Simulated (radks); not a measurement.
The dysprosium ion Dy4+, 62 electrons, occupied as [Xe] 4f8. Method: scalar-relativistic Kohn-Sham, LDA (Slater exchange, Perdew-Wang correlation), spin-polarised, spherical densities, finite nucleus; open shells are filled with parallel spins first (spin-orbit coupling, left out, can overturn this in heavy ions); Fermi nuclear charge, rms radius 5.2218 fm; computed with a radial shooting solver on a logarithmic mesh with Libxc functionals. Some entries of the table are withheld. Estimate them.

orbital,occ.,eigenvalue (eV),<r> (bohr)
1s down,1,-53654.16,0.02113
1s up,1,-53654.16,0.02113
2s up,1,-8981.480,0.08984
2s down,1,-8981.364,0.08984
2p up,3,-7979.728,0.07948
2p down,3,-7979.644,0.07948
3s up,1,-2043.451,0.2349
3s down,1,-2040.726,0.2347
3p up,3,-1735.816,0.2337
3p down,3,-1733.111,0.2335
3d up,5,-1338.639,0.2124
3d down,5,-1336.527,0.2121
4s up,1,-449.6471,0.5289
4s down,1,-443.9992,0.5291
4p up,3,-347.9415,0.5597
4p down,3,-342.3897,0.5602
4d up,5,-209.2339,0.6046
4d down,5,-203.8323,0.6060
5s up,1,(1),1.239
5s down,1,(2),1.254
5p up,3,-70.4224,1.416
5p down,3,-68.5210,1.437
4f up,7,(3),(4)
4f down,1,(5),(6)

Answer. 
(1) 5s up eigenvalue (eV): -96.5394
(2) 5s down eigenvalue (eV): -94.0143
(3) 4f up eigenvalue (eV): -57.3344
(4) 4f up <r> (bohr): 0.7542
(5) 4f down eigenvalue (eV): -52.4443
(6) 4f down <r> (bohr): 0.7749
